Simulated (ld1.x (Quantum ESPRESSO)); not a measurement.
Before and after: TM potential for indium

ld1.x (Quantum ESPRESSO) 7.5 input, shortened:

```
&input
   title='In', zed=49., rel=1, dft='PBE', iswitch=3,
   config='[Kr] 4d10 5s1.5 5p1.5'
 /
 &inputp
   pseudotype=2, tm=.true., lloc=0,
   nlcc=.true., new_core_ps=.true., rcore=1.15
 /
2
5P  2  1   1.50   0.00  2.95  2.95  0.0
5S  1  0   1.50   0.00  2.00  2.00  0.0
 &test
   configts(1)='5s1.5 5p1.5'
 /
```

All-electron outer shells of the reference configuration (PBE, scalar-relativistic, ld1.x):

```csv
shell,level (eV),outermost node (bohr),outermost maximum (bohr)
4p,-78.99,0.42,0.82
4d,-19.45,0.40,0.94
5s,-8.73,1.02,2.13
5p,-2.88,1.14,2.81
```

Change: wave 5p (bound): rc 2.95 bohr becomes 5p (bound): rc 3.96 bohr.

Cutoffs: the cutoffs (Ry, on a coarse ladder) from which the occupation-weighted sum of valence levels, in a spherical-Bessel basis at the reference potential, stays within 10 and 1 mRy of its value at 400 Ry; they do not see the model core or the augmentation charge, which bear on the density cutoff. Errors are all-electron minus pseudo energies relative to the spin-unpolarised reference configuration.

Problem. Predict the effect on cutoff, ghosts and configuration errors.

Solution. The potential gets softer (12 Ry and 25 Ry → 10 Ry and 25 Ry); of the 7 tests that both files solve, the error grows in 2 and shrinks in 4 by more than 15 % and 0.3 meV (median size 6.6 → 9.0 meV); neither file shows a bound ghost. A larger radius leaves more room for a smooth pseudo-wave, so fewer plane waves are needed.

| quantity | base | changed |
| --- | --- | --- |
| cutoff, loose | 12 Ry | 10 Ry |
| cutoff, tight | 25 Ry | 25 Ry |
| bound ghosts | none | none |
| error for 5s2 5p1, meV [ΔE -2.88 eV] | -4.4 | -1.3 |
| error for 5s2 5p0, meV [ΔE 2.48 eV] | -6.6 | -9.0 |
| error for 5s1 5p0, meV [ΔE 21.71 eV] | -156 | -197 |
| error for 5s2 5p1.3, meV [ΔE -3.42 eV] | -5.8 | -3.1 |
| error for 5s1 5p2, meV [ΔE 2.96 eV] | -5.2 | -1.8 |
| error for 5s0 5p3, meV [ΔE 9.06 eV] | -43 | -11 |
| error for 5s1 5p1, meV [ΔE 9.07 eV] | -31 | -30 |
